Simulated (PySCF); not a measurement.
C8H2F4N2O, SMILES Fc1cc(F)c(F)c(-c2nnco2)c1F.

Geometry: B3LYP-D3(BJ)/def2-SVP. This is a generated structure with no PubChem entry under its InChIKey; it may be hypothetical. One conformer was computed; it need not be the lowest.

All values below come from M06-2X/def2-SVP in PySCF.

The molecule is in vacuum.

* **total energy**: -889.09374 hartree
* **highest occupied level**: -8.83 eV
* **lowest empty level**: -1.34 eV
* **orbital gap**: 7.48 eV
* **dipole moment**: 3.09 D
* **quadrupole, principal values (traceless, Buckingham form, about the centre of nuclear charge)**: -21.40, 1.72, 19.68 D·Å
* **mean static polarisability**: 94.7 bohr³ (14.04 Å³)
* **polarisability, principal values**: 46.7, 96.4, 141.0 bohr³
